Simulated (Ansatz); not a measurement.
```yaml
crystal:
  periodic: [false, false, false]
  atoms:
    - {symbol: C, position_ang: [-0.994247, 0.963324, -0.849310]}
    - {symbol: B, position_ang: [-0.047092, -0.277589, -0.514442]}
    - {symbol: C, position_ang: [1.432117, 0.023749, -0.006642]}
    - {symbol: Se, position_ang: [-1.133042, -1.244459, 1.243490]}
    - {symbol: H, position_ang: [-2.035143, 0.701283, -1.061382]}
    - {symbol: H, position_ang: [-0.989202, 1.742775, -0.078833]}
    - {symbol: H, position_ang: [-0.606088, 1.433816, -1.761265]}
    - {symbol: H, position_ang: [-0.177086, -1.244357, -1.237504]}
    - {symbol: H, position_ang: [1.475927, 0.772067, 0.792790]}
    - {symbol: H, position_ang: [1.987555, -0.858891, 0.324114]}
    - {symbol: H, position_ang: [1.995608, 0.442768, -0.850313]}
    - {symbol: H, position_ang: [-0.092269, -2.182269, 1.687007]}
    - {symbol: H, position_ang: [-0.796637, -0.306916, 2.327087]}
basis:
  gaussian: {orbitals: aug-cc-pVDZ, fitting: {mean_field: def2-universal-jkfit}, point_charges: [{charge: 1.00, position_ang: [5.094, 0.945, -0.450]}]}
magnetization: {spin_polarized: true, initial_magnetization: 0}
hamiltonian: {xc: {name: B97}, pseudopotentials: {relativity: none}}
outputs: {forces: true}
output: {forces: true}
```

```sh
$ ansatz run in.yaml --threads 4 --pin off --events-out ev --progress --plain --max-ram 10444MiB
```

Output, abridged:

```
Error: YAML parse error: error: line 21 column 1: unknown field `outputs`, expected one of crystal, accuracy, basis, kpoints, hamiltonian, magnetization, projection, total_charge, correlation, batch, efield, external_charges, scf, relax, neb, saddle, md, ramp, phonons, dielectric, real_time, elastic, magnetic_configurations, gw, evaluate, workflow, output, checkpoint, execution
19 | magnetization: {spin_polarized: true, initial_magnetization: 0}
20 | hamiltonian: {xc: {name: B97}, pseudopotentials: {relativity: non…
21 | outputs: {forces: true}
22 | output: {forces: true}
```

Problem. Something in this input is off. What?

Solution. The input holds a key that doesn't belong there. The program refused the input.
